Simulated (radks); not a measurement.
The numbers below are computed, except where a source is named.
Mo, configuration [Kr] 4d5 5s1. Code: a radial shooting solver on a logarithmic mesh with Libxc functionals. Model: scalar-relativistic Kohn-Sham, r2SCAN, spin-polarised, spherical densities, finite nucleus; open shells are filled with parallel spins first (spin-orbit coupling, left out, can overturn this in heavy ions); meta-GGA in the generalised Kohn-Sham scheme; Fermi nuclear charge, rms radius 4.4091 fm.

Normalised radial functions P(r) = r R(r), r in bohr:

| r | 4d up |
|---|---|
| 0.00285 | 0.0000 |
| 0.00439 | 0.0000 |
| 0.006817 | 0.0001 |
| 0.0105 | 0.0005 |
| 0.0163 | 0.0017 |
| 0.02511 | 0.0053 |
| 0.03899 | 0.0162 |
| 0.06006 | 0.0446 |
| 0.09326 | 0.1096 |
| 0.1436 | 0.2185 |
| 0.223 | 0.3284 |
| 0.3436 | 0.2968 |
| 0.5335 | -0.0081 |
| 0.8217 | -0.4652 |
| 1.276 | -0.7396 |
| 1.965 | -0.6467 |
| 3.051 | -0.3749 |
| 4.7 | -0.1445 |
| 7.298 | -0.0292 |
| 11.24 | -0.0025 |

4d up: eigenvalue -4.819 eV, 1 radial node at r = 0.529 bohr, <r> = 1.96 bohr, 90 % of the charge inside 3.22 bohr.
